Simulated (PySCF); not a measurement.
Ge(F)3(OH) (F3GeHO), SMILES [OH][Ge]([F])([F])[F]. The structure is a stationary point at PBE-D3(BJ)/def2-SVP. The structure was generated by enumeration, and PubChem lists no compound with its InChIKey, so it may never have been made. Other conformers were not sampled.

Task: Give the equilibrium geometry at PBE-D3(BJ)/def2-SVP (PySCF confirms it by a frequency run) as Cartesian coordinates in Å, and its point group. (Estimate from the structure and the level; the computed values follow.)

Result: Several could match; the one computed here: point group Cs.
```xyz
6

O      0.0757     1.7631     0.0000
Ge     0.0075     0.0092     0.0000
F     -0.8137    -0.6284    -1.3843
F      1.6248    -0.5817     0.0000
F     -0.8137    -0.6284     1.3843
H     -0.8220     2.1497     0.0000
```
Charge 0, spin multiplicity 1.
